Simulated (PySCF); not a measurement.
How methods differ on the ionisation energy of Co²⁺

Co²⁺ [Ar] 3d7 (4F) → Co³⁺ [Ar] 3d6 (5D), as a difference of total energies. Calculation: PySCF 2.14, in ANO-RCC-VTZP (6s5p3d2f1g, 59 functions); the spin-free X2C one-electron Hamiltonian (Gaussian nucleus). Correlated levels: valence: [Ar] frozen. The calculations carry no spin-orbit coupling.

```
           method  ionisation energy (eV)
              UHF                  31.682
    MP2 (valence)                  33.637
SCS-MP2 (valence)                  33.650
   CCSD (valence)                  33.445
CCSD(T) (valence)                  33.502
```

Question: How much does correlation contribute at CCSD(T) (valence)?

Answer: 33.502 − (31.682) = 1.820 eV, measured against UHF.

A first-order spin-orbit estimate (lowest level to lowest level, LS coupling) adds 0.029 eV.

Errors of the correlated levels include the incompleteness of this basis and the frozen core.

For comparison: 33.5 ± 0.06 eV (semi-empirical (NIST evaluation); NIST Atomic Spectra Database, ionization energies).
